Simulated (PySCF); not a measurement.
C₃H₆ClFSi, SMILES C/C(Cl)=C/[SiH2]F. Geometry: B3LYP-D3(BJ)/def2-SVP. The structure was generated by enumeration; whether it is a known compound was not checked. One conformer was computed; it need not be the lowest.

Computed equilibrium geometry at B3LYP-D3(BJ)/def2-SVP (PySCF confirms it by a frequency run) as Cartesian coordinates in Å, and its point group (one conformer of several):
point group Cs.
```xyz
12

C      1.4122     2.2915     0.0000
C      0.5118     1.0985     0.0000
Cl    -1.2087     1.5255     0.0000
C      0.8515    -0.1959     0.0000
Si    -0.3692    -1.6051     0.0000
F      0.5169    -2.9774     0.0000
H      1.2236     2.9184    -0.8866
H      1.2236     2.9184     0.8866
H      2.4654     1.9772     0.0000
H      1.9246    -0.4226     0.0000
H     -1.2127    -1.6113    -1.2232
H     -1.2127    -1.6113     1.2232
```
